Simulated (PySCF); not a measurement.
These 2 structures share the formula C4H11NO2Si. Computed with PBE0-D3(BJ)/def2-SVP geometry optimisation, gas phase in PySCF 2.14.0. Energies are electronic, without zero-point or thermal terms, for one conformer each. No frequencies were run at this level. Point groups hold within 0.08 Å.

Question: Rank from lowest to highest electronic energy at this level (kJ/mol).
A. `[CH3:1]/[N:2]=[CH:3]/[CH2:4][O:5][SiH2:6][O:7][CH3:8]` with N2–C3–C4–O5 133°, C3–C4–O5–Si6 83°, C4–O5–Si6–O7 -72°, O5–Si6–O7–C8 -69°
B. `[CH3:1]/[N:2]=[CH:3]/[SiH:4]([O:5][CH3:6])[O:7][CH3:8]` with N2–C3–Si4–O5 57°, C3–Si4–O5–C6 -70°, C3–Si4–O7–C8 -179°

Answer: B (0.0), A (3.8).

As drawn, the lower has an Si–C bond, which the higher lacks. Neighbours under 10 kJ/mol apart (C/N=C/[SiH](OC)OC and C/N=C/CO[SiH2]OC) can change places with a better method, another conformer or zero-point energy.

| SMILES | E (Eh) | E rel (kJ/mol) | dipole (D) | point group | A, B, C (MHz) |
| --- | --- | --- | --- | --- | --- |
| C/N=C/[SiH](OC)OC | -652.88259 | 0.0 | 0.60 | C1 | 2476, 1015, 754.9 |
| C/N=C/CO[SiH2]OC | -652.88114 | 3.8 | 1.54 | C1 | 2602, 890.6, 703.2 |

How do the relative energies change in single points at PBE0/pcSseg-1 (no added dispersion term) on the same geometries?

| SMILES | PBE0-D3(BJ)/def2-SVP (kJ/mol) | PBE0/pcSseg-1 (kJ/mol) | shift |
| --- | --- | --- | --- |
| C/N=C/[SiH](OC)OC | 0.0 | 0.0 | 0.0 |
| C/N=C/CO[SiH2]OC | 3.8 | 9.3 | +5.5 |

Each column counts from its own lowest isomer. The order is unchanged; the largest shift is 5.5 kJ/mol.

As an exercise, what shares would exp(−E/RT) give at 1000 K from these electronic energies alone (no entropy, no degeneracies)?

RT = 8.314 kJ/mol: C/N=C/[SiH](OC)OC 61.2 %, C/N=C/CO[SiH2]OC 38.8 %.
